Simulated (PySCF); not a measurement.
The dipole of `C(C)C[SiH2]C(C)(C)/C=N/[H]` from its density and from atomic charges.

Coordinates (GFN2-xTB, Å) and charges (e) from the PBE0/pcSseg-1 density (PySCF):

```json
{"atom": "C1", "x": "3.873", "y": "-0.470", "z": "0.388", "Mulliken": "-0.2534", "IAO": "-0.4144", "Hirshfeld": "-0.1165", "ESP-fitted": "-0.4731"}
{"atom": "C2", "x": "2.737", "y": "0.503", "z": "0.096", "Mulliken": "-0.2896", "IAO": "-0.2387", "Hirshfeld": "-0.0649", "ESP-fitted": "+0.2683"}
{"atom": "C3", "x": "1.379", "y": "-0.192", "z": "0.087", "Mulliken": "-0.5423", "IAO": "-0.5311", "Hirshfeld": "-0.1562", "ESP-fitted": "-0.2277"}
{"atom": "Si4", "x": "-0.043", "y": "1.009", "z": "-0.268", "Mulliken": "+0.7023", "IAO": "+0.7455", "Hirshfeld": "+0.3368", "ESP-fitted": "+0.1386"}
{"atom": "C5", "x": "-1.753", "y": "0.115", "z": "-0.212", "Mulliken": "-0.7626", "IAO": "-0.2187", "Hirshfeld": "-0.0610", "ESP-fitted": "+0.3780"}
{"atom": "C6", "x": "-2.850", "y": "1.129", "z": "-0.529", "Mulliken": "-0.1653", "IAO": "-0.4132", "Hirshfeld": "-0.1183", "ESP-fitted": "-0.5709"}
{"atom": "C7", "x": "-1.784", "y": "-1.031", "z": "-1.218", "Mulliken": "-0.1485", "IAO": "-0.4125", "Hirshfeld": "-0.1235", "ESP-fitted": "-0.3892"}
{"atom": "C8", "x": "-1.910", "y": "-0.386", "z": "1.175", "Mulliken": "+0.1315", "IAO": "+0.0501", "Hirshfeld": "+0.0515", "ESP-fitted": "+0.3003"}
{"atom": "N9", "x": "-1.649", "y": "-1.576", "z": "1.491", "Mulliken": "-0.3446", "IAO": "-0.4615", "Hirshfeld": "-0.2202", "ESP-fitted": "-0.7507"}
{"atom": "H10", "x": "3.738", "y": "-0.931", "z": "1.364", "Mulliken": "+0.1074", "IAO": "+0.1364", "Hirshfeld": "+0.0390", "ESP-fitted": "+0.1128"}
{"atom": "H11", "x": "3.902", "y": "-1.258", "z": "-0.361", "Mulliken": "+0.1075", "IAO": "+0.1363", "Hirshfeld": "+0.0390", "ESP-fitted": "+0.1097"}
{"atom": "H12", "x": "4.831", "y": "0.045", "z": "0.382", "Mulliken": "+0.1122", "IAO": "+0.1392", "Hirshfeld": "+0.0396", "ESP-fitted": "+0.1089"}
{"atom": "H13", "x": "2.736", "y": "1.295", "z": "0.847", "Mulliken": "+0.1214", "IAO": "+0.1282", "Hirshfeld": "+0.0345", "ESP-fitted": "-0.0195"}
{"atom": "H14", "x": "2.905", "y": "0.976", "z": "-0.874", "Mulliken": "+0.1213", "IAO": "+0.1281", "Hirshfeld": "+0.0348", "ESP-fitted": "-0.0202"}
{"atom": "H15", "x": "1.395", "y": "-0.986", "z": "-0.661", "Mulliken": "+0.1429", "IAO": "+0.1434", "Hirshfeld": "+0.0401", "ESP-fitted": "+0.0842"}
{"atom": "H16", "x": "1.220", "y": "-0.683", "z": "1.049", "Mulliken": "+0.1451", "IAO": "+0.1475", "Hirshfeld": "+0.0347", "ESP-fitted": "+0.0789"}
{"atom": "H17", "x": "-0.052", "y": "2.099", "z": "0.720", "Mulliken": "-0.0740", "IAO": "-0.1300", "Hirshfeld": "-0.0846", "ESP-fitted": "-0.0934"}
{"atom": "H18", "x": "0.083", "y": "1.593", "z": "-1.611", "Mulliken": "-0.0705", "IAO": "-0.1263", "Hirshfeld": "-0.0801", "ESP-fitted": "-0.0739"}
{"atom": "H19", "x": "-2.851", "y": "1.944", "z": "0.191", "Mulliken": "+0.1134", "IAO": "+0.1347", "Hirshfeld": "+0.0375", "ESP-fitted": "+0.1322"}
{"atom": "H20", "x": "-3.830", "y": "0.651", "z": "-0.507", "Mulliken": "+0.1173", "IAO": "+0.1381", "Hirshfeld": "+0.0392", "ESP-fitted": "+0.1282"}
{"atom": "H21", "x": "-2.702", "y": "1.552", "z": "-1.520", "Mulliken": "+0.1206", "IAO": "+0.1420", "Hirshfeld": "+0.0418", "ESP-fitted": "+0.1466"}
{"atom": "H22", "x": "-1.554", "y": "-0.673", "z": "-2.220", "Mulliken": "+0.1109", "IAO": "+0.1313", "Hirshfeld": "+0.0363", "ESP-fitted": "+0.0918"}
{"atom": "H23", "x": "-2.772", "y": "-1.489", "z": "-1.233", "Mulliken": "+0.1102", "IAO": "+0.1406", "Hirshfeld": "+0.0381", "ESP-fitted": "+0.1118"}
{"atom": "H24", "x": "-1.070", "y": "-1.797", "z": "-0.934", "Mulliken": "+0.1402", "IAO": "+0.1550", "Hirshfeld": "+0.0344", "ESP-fitted": "+0.0823"}
{"atom": "H25", "x": "-2.235", "y": "0.386", "z": "1.893", "Mulliken": "+0.0816", "IAO": "+0.1002", "Hirshfeld": "+0.0381", "ESP-fitted": "-0.0144"}
{"atom": "H26", "x": "-1.763", "y": "-1.801", "z": "2.477", "Mulliken": "+0.1651", "IAO": "+0.2496", "Hirshfeld": "+0.1098", "ESP-fitted": "+0.3604"}
```

Question: What dipole does each set of charges give (1 e·Å = 4.803 D), and what does the density give?

Answer: The full density gives (-0.13, 1.00, 0.66) D, 1.21 D in size; dipole vectors point from the negative to the positive end.

| scheme | μx | μy | μz | size (D) | share of the full size (%) | angle to the full dipole (°) |
| --- | --- | --- | --- | --- | --- | --- |
| Mulliken | 0.29 | 2.03 | -0.94 | 2.26 | 187 | 59 |
| IAO | 0.16 | 2.10 | 0.01 | 2.11 | 175 | 34 |
| Hirshfeld | 0.02 | 0.81 | 0.20 | 0.84 | 70 | 21 |
| ESP-fitted | -0.13 | 1.02 | 0.65 | 1.21 | 101 | 1 |

Question: Which set comes closest?

Answer: Length of the difference vector: ESP-fitted 0.01 D, Hirshfeld 0.51 D, IAO 1.30 D, Mulliken 1.94 D. Closest: ESP-fitted. The schemes that divide the density aren't constrained to reproduce the dipole.

Question: What is left for the Hirshfeld atoms' own dipoles?

Answer: The Hirshfeld atoms' densities add up to the full density, so μ = Σ q r + Σ (atomic dipoles). The atomic dipoles sum to (-0.13, 1.00, 0.66) − (0.02, 0.81, 0.20) = (-0.15, 0.19, 0.46) D, 0.51 D in size.

Question: With the origin at the mean of the coordinates, (-0.001, 0.001, 0.001) Å, which are the largest single terms, by size, of the Hirshfeld dipole along the direction of the full one?

Answer: Si4 +1.13, H17 -0.87, C7 +0.79, C6 -0.54, H19 +0.36 D; all 26 atoms together +0.79 D. The single terms depend on the origin, their sum doesn't.

Question: Give the size of the full dipole in other units.

Answer: 1.21 D = 0.474 au = 0.251 e·Å = 4.02 × 10⁻³⁰ C·m.

One conformer (not necessarily the lowest) at the GFN2-xTB geometry, without solvent, vibrations or thermal averaging.

The run behind these numbers computed NMR shieldings as well. Time: 1.9 min; peak memory 1.1 GiB. Hardware: one thread of an Arm Neoverse N1, shared host.

Shape of the structure used: `[H]/[N:9]=[CH:8]/[C:5]([SiH2:4][CH2:3][CH2:2][CH3:1])([CH3:6])[CH3:7]`: C1–C2–C3–Si4 180°, C2–C3–Si4–C5 -178°, C3–Si4–C5–C6 -179°, Si4–C5–C8–N9 -98°.
